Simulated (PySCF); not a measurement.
**BeGa: from constants to spectrum**

UHF-CCSD(T) constants of BeGa, ²Π (doublet), unpaired electrons π ↑ (Be pcseg-1, Ga pcseg-1; no relativity (PySCF 2.14); masses 9.0122 and 68.9256 u):

- ωe: 265.1 cm⁻¹
- ωexe: 8.67 cm⁻¹
- Be: 0.33448 cm⁻¹
- αe: 0.00929 cm⁻¹
- D (centrifugal): 2.13e-06 cm⁻¹
- De to Be + Ga: 0.238 eV

(1) Give the vibrational terms G(v) and spacings up to v = 3.

(2) How well does the Morse estimate ωe²/(4ωexe) reproduce De, and what is D0?

Correlated steps freeze 9 core orbitals. The bond is weak. Basis-set superposition, not corrected here, can be much of De in a small basis, most of all at correlated wavefunction levels. Spin–orbit coupling is left out. The state is the lowest determinant that a PBE0 search found; another state may lie lower at other levels.

## Answers

(1) G(v) = ωe(v+½) − ωexe(v+½)².

```csv
v,G(v) (cm⁻¹),G(v) − G(v−1),Bv (cm⁻¹)
0,130,,0.3298
1,378,248,0.3205
2,609,230,0.3113
3,822,213,0.3020
```

(2) It gives 0.251 eV, 106 % of the computed De. D0 = De − G(0) = 0.238 − 0.016 = 0.222 eV.
